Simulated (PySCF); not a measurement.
Zn(F)(OH) (FHOZn), SMILES [Zn]([OH])[F]. Coordinates come from a ωB97X-D3(BJ)/def2-TZVP optimisation. One conformer was computed; it need not be the lowest.

Calculation: ωB97X-D3(BJ)/def2-TZVP in PySCF.

Harmonic wavenumbers (cm⁻¹): 165, 171, 608, 752, 790, 3915. Rotational constants (GHz): 729.5, 4.500, 4.473; symmetry number 1.

**Question.** Work out the zero-point energy and the ideal-gas rigid-rotor harmonic-oscillator thermochemistry at 298.15 K and 1 atm.

**Answer.** ZPE = ½ Σ hcν = ½ × 6401 cm⁻¹ = 38.29 kJ/mol. H − E(el) = 52.29 kJ/mol. Entropy in J/(mol K): translation 166.35, rotation 86.28, vibration 24.34, total 276.96. G − E(el) = -30.29 kJ/mol. Cp = 59.11 J/(mol K).
